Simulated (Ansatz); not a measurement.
Saddle point of AlNH6O3, closed shell (AlNH₄O₂ ([NH2][Al]([OH])[OH]) + H₂O → AlH₃O₃ ([OH][Al]([OH])[OH]) + NH₃ (still joined by a long Al–N bond); bonds formed: N2–H5; dative contacts that become bonds: Al1–O6; bonds broken: H5–O6; bonds weakened to dative contacts: Al1–N2), PBE0-D4/def2-TZVP structure:

```xyz
11
angstrom
Al -0.4238 0.2342 -0.2152
N 1.4283 0.3727 0.1240
O -0.9893 0.1761 -1.8201
O -1.3276 1.0738 0.9658
H 0.9399 -0.9304 0.5675
O -0.0211 -1.5009 0.4839
H 1.7316 1.0258 0.8338
H 2.0985 0.3928 -0.6317
H -0.8680 -0.5659 -2.4063
H -2.1740 1.4655 0.7631
H -0.3947 -1.7438 1.3352
```

Energies are electronic, without zero-point energy. Barriers and step energies count from the start structure reached by relaxing down the imaginary mode; all methods use the PBE0-D4 structures, on which another method's saddle can fall below an end. Ansatz 0.2.0; basis: def2-TZVPP, with def2-QZVPP for the basis limit; cores frozen in the correlated methods. B3LYP uses VWN-RPA correlation. Extrapolation: Hartree–Fock as exp(−7.88 √X), correlation as X^−2.97.

```csv
method,barrier (eV),step energy (eV)
SPW92,-0.087,-0.848
PBE-D4,0.031,-0.910
BLYP-D4,0.092,-0.949
r2SCAN-D4,0.081,-0.953
B97M-V,0.208,-0.964
PBE0-D4,?,-0.939
B3LYP-D4,0.141,-0.969
r2SCAN0-D4,0.133,-0.964
BHLYP-D4,0.231,-1.002
CAM-B3LYP-D4,0.146,-0.970
wB97X-V,0.164,-0.966
wB97M-V,0.183,-0.934
B2PLYP,0.160,-0.976
PBE-QIDH,0.150,-0.965
RPA on PBE,?,-0.964
HF,0.432,-1.058
MP2,?,-0.969
CCSD,0.231,-0.980
CCSD(T),0.190,-0.963
```

Problem. Fill in the withheld barriers. (To be estimated.)

Solution. Computed: MP2 0.149; PBE0-D4 0.101; RPA on PBE 0.175 eV. Each is the energy of the saddle less that of the start structure, by the same method.

For comparison, the barrier by CCSD(T) at an estimated basis limit (MP2 extrapolated from triple and quadruple zeta, plus CCSD(T) − MP2 in triple zeta) is 0.213 eV.

The T1 diagnostic stays at or below 0.012.

The step is the kind of ligand exchange by which a precursor binds to a hydroxyl group, or is hydrolysed, in atomic layer deposition of oxides.

Labels in which every atom is bracketed show which atoms are joined, not bond orders.

For scale, one of the runs: CCSD(T)/def2-TZVPP, 250 basis functions, launched by `ansatz run in.yaml --threads 8 --pin off --events-out ev --progress --plain --max-ram 19148MiB`. Hardware: 8 CPU threads of an Arm Neoverse V1, shared host. Wall time 100 s; peak host memory 5.6 GiB.
